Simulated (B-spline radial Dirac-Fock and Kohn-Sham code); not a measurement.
These are calculated numbers from a B-spline atomic structure program; the model is Dirac-Fock orbitals of the configuration average with a finite nucleus.

Q: This computed X-ray form factor belongs to an atom or ion in its tabulated ground configuration. Which?

```csv
sin θ/λ (Å⁻¹),f₀
0.15,62.773
0.3,52.445
0.35,49.121
0.8,28.690
1.1,21.472
1.2,19.859
3,7.789
3.5,6.266
4,5.364
```

A: Yb⁺, with 69 electrons in [Xe] 4f14 6s1. f₀ tends to the number of electrons as s goes to zero, which the first rows give only roughly, and the rate of fall reflects the nuclear charge, 70.
